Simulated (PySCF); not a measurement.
Dipole response of Sn²⁺ (tin, charge +2)

[Kr] 4d10 5s2, closed-shell 1S. All numbers are calculated (PySCF 2.14, the spin-free X2C one-electron Hamiltonian (Gaussian nucleus), in ANO-RCC-VTZP (7s6p4d2f1g, 68 functions)). Coupled (time-dependent) response in atomic units; α is the mean over directions. The basis has no added diffuse functions, which lowers α and C₆.

```csv
method,mean α (bohr³),C₆ (like pair),S(−4)
UHF,17.90,103.3,138.7
PBE,14.87,83.76,89.03
PBE0,15.57,88.02,99.64
M06-L,15.06,85.17,91.14
PBEsol,14.92,84.15,89.59
```

S(−4) is the Cauchy moment in α(ω) = α(0) + S(−4) ω² + …

α(iu) at PBE:

| u (hartree) | α(iu) (bohr³) |
| --- | --- |
| 0 | 14.87 |
| 0.0500 | 14.65 |
| 0.100 | 14.04 |
| 0.200 | 12.11 |
| 0.300 | 10.02 |
| 0.500 | 6.897 |
| 0.750 | 4.776 |
| 1.00 | 3.629 |
| 1.50 | 2.426 |
| 2.00 | 1.780 |
| 3.00 | 1.086 |
| 5.00 | 0.5193 |

For an ion, C₆ is the dispersion term alone; charge-induced terms of lower order in 1/R come first.
